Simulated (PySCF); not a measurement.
C2H2N, SMILES [CH2]C#N, multiplicity 2. The structure is a stationary point at PBE-D3(BJ)/def2-TZVP. The isomer is the one that the SMILES or the coordinates give; other isomers of the formula were not compared.

Computed equilibrium geometry at PBE-D3(BJ)/def2-TZVP (PySCF confirms it by a frequency run) as bond lengths and angles, and its point group:
point group C2v.
Atoms: C1 C2 N3 H4 H5. Bonded distances (Å): C1–C2 1.378, C1–H4 1.089, C1–H5 1.089, C2–N3 1.180. Angles (°): C2–C1–H4 120.2, C2–C1–H5 120.2, H4–C1–H5 119.5, C1–C2–N3 180.0.
Charge 0, spin multiplicity 2.
